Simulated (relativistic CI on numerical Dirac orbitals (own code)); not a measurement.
# Cr2+ in a cubic cluster: 2p photoemission with charge transfer

Computed with a charge-transfer multiplet model of a cubic metal-ligand cluster with up to one ligand hole, Slater and spin-orbit integrals from Dirac-Coulomb-Breit ions, Slater integrals scaled by 0.8. The ground state mixes d4 with configurations of k ligand holes L, whose averages lie at kΔ + k(k − 1)U_dd/2; a core hole lowers each added d electron by U_cd. 300 K, Lorentzian 0.6 eV and Gaussian 0.8 eV FWHM.

Atomic integrals in eV (Slater integrals scaled, ζ unscaled), ground: F2dd 7.675, F4dd 4.768, zeta_d 0.027; with the core hole: F2dd 9.222, F4dd 5.777, zeta_d 0.047, zeta_core 5.620, F2cd 5.250, G1cd 3.901, G3cd 2.215.

Cluster parameters (eV): Δ = 4.2, U_dd = 6.6, U_cd = 8, 10Dq(ligand) = 0.4, V(eg) = 1.4, V(t2g) = -0.62, final-state hopping factor = 1.

Weights, n_d and S are thermal averages at 300 K. Binding energies count from the first peak over 30 % of the highest in each spectrum, which can be another peak from case to case. The parameters are a model scan and need not match a compound or its usual spin state. A negative ionic 10Dq is a model choice; hopping adds the covalent part of the field. Peaks in eV (height, largest 100): 0.0 (93), 1.1 (84), 3.9 (66), 5.3 (71), 10.2 (100), 13.0 (47), 14.5 (39), 18.7 (37).

Question: Which parameters give this spectrum?
A. 10Dq = -0.05 eV
B. 10Dq = 0.85 eV
C. 10Dq = 1.45 eV

Answer: A. 10Dq = -0.05 eV; the ground state then has 4.24 d electrons and S = 2.00. The choice follows from running the model for each set and comparing peak positions and heights. The space is cut while the next configuration still counts.
